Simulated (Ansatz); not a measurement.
The cluster Ru2H⁻, relaxed as a singlet with RKS r2SCAN-D4/def2-TZVPD in Ansatz, starting from the GFN1-xTB geometry. Force threshold 0.02 eV/Å.

In the def2 sets Ru takes a core potential; there is no spin–orbit coupling. The restricted singlet is unstable: a solution with broken spin symmetry lies lower. The highest occupied level of the charge -1 singlet lies above zero (up to 1.53 eV). Its loss leaves the charge 0 doublet, which lies 0.72 eV higher (vertical, at r2SCAN-D4/def2-TZVPD), but this difference is unsure: the doublet is doubtful (geometry relaxed on an unsound state). At r2SCAN-D4/def2-TZVPD a quintet of charge -1 lies 1.43 eV below the restricted singlet, each at its own geometry. The structure comes from a short search, and lower isomers may exist.

Start:

Cartesian coordinates in Å:
```
Ru 0.390 -0.367 0.052
Ru 0.062 1.344 -1.372
H -0.452 -0.976 1.320
```

Question: Estimate the energy that the relaxation releases and the steps that it takes.

Answer: 67.5 kJ/mol, in 6 steps; 22 s on 4 threads of Arm Neoverse V2 on a shared host. No frequencies were taken in this run, so the end may be a saddle point.

Question: Does the start keep its bonding and symmetry?

Answer: By distances, no bond broke or formed. The bond that changes most is Ru1–Ru2, from 2.25 to 2.00 Å (atoms count from 1). Point group Cs at the start, Cs at the end, both within 0.05 Å.

Question: Predict the relaxed structure.

Answer: 
```xyz
3

Ru    0.5112   -0.3766   -0.0345
Ru   -0.0089    1.1906   -1.1648
H    -0.5023   -0.8140    1.1993
```
Bond lengths (bridged metal pairs left out): 1 × Ru–Ru 2.00 Å; 1 × H–Ru 1.66 Å.
